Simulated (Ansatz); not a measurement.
Input for Ansatz (an electronic-structure program): R-CCSDT(Q)/cc-pVTZ on NH2 (SMILES [NH2+]), 2S+1 = 1, a spin state set in the input, which need not be the lowest, at the other state's geometry. Charge +1.

Ansatz 0.2 input:
```yaml
crystal:
  periodic: [false, false, false]
  atoms:
    - {symbol: N, position_ang: [0.00013468, -0.05122920, 0.00000001]}
    - {symbol: H, position_ang: [-1.01097148, 0.17664562, -0.00000003]}
    - {symbol: H, position_ang: [1.01002872, 0.18195880, -0.00000003]}
basis:
  gaussian:
    orbitals: cc-pVTZ
total_charge: 1
magnetization: {spin_polarized: false}
correlation: {method: ccsdt_q, electrons: outside_noble_gas}
scf: {omitted_lower_state_checks: [cluster_reference]}
```

The log:

```
WARN ansatz: RAYON_NUM_THREADS=2 ignored (pool sized by the plan → 2); use --threads N
Functional definition: HF
these checks for a lower state are left out or cut short: cluster_reference
integrals: 0.04 GiB planned
671 factors; integrals over basis functions are off by at most 1.9e-7 eV
mean field: 0.07 GiB planned
mean field evaluation 1: about -1499.3000 eV, gradient 2.1e1 eV
mean field evaluation 2: about -1499.3003 eV, gradient 2.1e1 eV
mean field evaluation 4: about -1500.0693 eV, gradient 7.1e-1 eV
mean field evaluation 8: about -1500.0707 eV, gradient 2.3e-4 eV
mean field evaluation 16: about -1499.3752 eV, gradient 4.1e-5 eV
mean field evaluation 32: about -1499.6248 eV, gradient 9.1e0 eV
mean field -1500.07071952 eV, -55.1265821578 hartree, gradient 3.1e-6 eV, S^2 0.000000; 6 other end points of the search recorded, 0 dependent functions left out; unrestricted orbitals would lower it
1 core orbitals not correlated
reference -1500.07071952 eV, -55.1265821578 hartree; 3, 3 occupied and 54, 54 virtual orbitals, 671 factors
second order -4.16684812 eV of doubles, -0.00000000 eV of singles
coupled cluster: 0.22 GiB planned
cycle   1  -4.60548818 eV  change   -4.4e-1 eV  update   4.7e-2
cycle   2  -4.91461866 eV  change   -3.1e-1 eV  update   2.9e-2
cycle   3  -4.92855962 eV  change   -1.4e-2 eV  update   2.2e-2
cycle   4  -4.98498671 eV  change   -5.6e-2 eV  update   2.0e-2
cycle   5  -5.12741553 eV  change   -1.4e-1 eV  update   1.7e-2
cycle   6  -5.24374795 eV  change   -1.2e-1 eV  update   1.1e-2
cycle   7  -5.27389872 eV  change   -3.0e-2 eV  update   4.8e-3
cycle   8  -5.28534946 eV  change   -1.1e-2 eV  update   1.5e-3
cycle   9  -5.28129122 eV  change    4.1e-3 eV  update   5.3e-4
cycle  10  -5.28178913 eV  change   -5.0e-4 eV  update   1.3e-4
cycle  11  -5.28172172 eV  change    6.7e-5 eV  update   4.5e-5
cycle  12  -5.28176250 eV  change   -4.1e-5 eV  update   1.5e-5
cycle  13  -5.28176220 eV  change    3.1e-7 eV  update   6.6e-6
cycle  14  -5.28176249 eV  change   -2.9e-7 eV  update   2.0e-6
cycle  15  -5.28176399 eV  change   -1.5e-6 eV  update   5.7e-7
cycle  16  -5.28176427 eV  change   -2.9e-7 eV  update   2.3e-7
coupled cluster: 0.22 GiB planned
perturbative correction -0.02328140 eV, -0.0008555755 hartree
WARN: these amplitudes may be one of several solutions (largest doubles amplitude 0.59, level shift 0.00 eV)
Total energy: -1505.37576518 eV, -55.3215389902 hartree
Checks for a lower state left out: cluster_reference
```

The calculation finished and met its thresholds.

Warnings raised: other roots.

Cost: around 13 core-seconds (rough).
